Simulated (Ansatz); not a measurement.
`N[Si]1(S)CBO1`, relaxed with RKS PBE0-D4/def2-TZVP in the Gaussian-basis code of Ansatz from a PBE-D4/def2-SVP geometry. The force threshold is 0.005 eV/Å; the program also tests the step.

Charge 0, multiplicity 1.

Start:

```xyz
12

N     2.040   -0.347    0.014
Si    0.453    0.279    0.189
S     0.604    1.776    1.722
C    -1.155   -0.709    0.095
B    -1.213    0.054   -1.315
O    -0.067    0.817   -1.399
H     2.685   -0.460    0.794
H     2.374   -0.750   -0.862
H    -0.681    1.606    2.142
H    -1.971   -0.501    0.815
H    -1.035   -1.810    0.020
H    -2.034    0.045   -2.214
```

| step | energy (eV) | largest force (eV/Å) | largest move (Å) |
| --- | --- | --- | --- |
| 1 | -24054.9015 | 1.208 | 0.000 |
| 2 | -24054.9712 | 0.698 | 0.037 |
| 3 | -24054.9884 | 0.135 | 0.040 |
| 4 | -24054.9888 | 0.137 | 0.019 |
| 5 | -24054.9900 | 0.075 | 0.050 |
| 6 | -24054.9914 | 0.018 | 0.028 |
| 7 | -24054.9915 | 0.010 | 0.002 |
| 8 | -24054.9915 | 0.008 | 0.002 |
| 9 | -24054.9915 | 0.006 | 0.006 |
| 10 | -24054.9915 | 0.007 | 0.003 |
| 11 | -24054.9915 | 0.003 | 0.002 |

End:

```xyz
12

N     2.007   -0.343    0.007
Si    0.444    0.281    0.172
S     0.602    1.731    1.716
C    -1.129   -0.715    0.096
B    -1.199    0.054   -1.297
O    -0.068    0.828   -1.354
H     2.636   -0.466    0.780
H     2.346   -0.737   -0.854
H    -0.684    1.619    2.087
H    -1.931   -0.495    0.803
H    -1.021   -1.799    0.027
H    -2.002    0.042   -2.184
```

It took 67 s on 4 threads of an Arm Neoverse V2 on a shared host, with 0.74 GiB of host memory at the peak.
